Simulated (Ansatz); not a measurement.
**How methods differ on BSiNH4S (SMILES S[SiH]1BN1)**

The species is BSiNH4S (8 atoms), meant as a singlet with charge 0. SMILES: `S[SiH]1BN1`. The coordinates come from a PBE0-D4/def2-TZVP relaxation. This is one conformer, not always the lowest.

Quantity: the HOMO–LUMO gap, in eV. The values are calculated.

| level | kind | program | value (eV) |
| --- | --- | --- | --- |
| BLYP/cc-pVDZ | GGA | Ansatz | 4.54 |
| PBE/cc-pVDZ | GGA | Ansatz | 4.52 |
| revPBE/cc-pVDZ | GGA | Ansatz | 4.57 |
| r2SCAN/cc-pVDZ | meta-GGA | Ansatz | 5.06 |
| PBE0/cc-pVDZ | global hybrid | Ansatz | 6.66 |
| wB97M-V/cc-pVDZ | range-separated hybrid | Ansatz | 10.81 |
| wB97X/cc-pVDZ | range-separated hybrid | Ansatz | 11.19 |
| B2PLYP/cc-pVDZ | double hybrid | Ansatz | 9.00 |

The values span 4.52 to 11.19 eV. Orbital gaps aren't excitation energies, and those of double hybrids come from the SCF part alone; they tend to grow with the share of exact exchange.
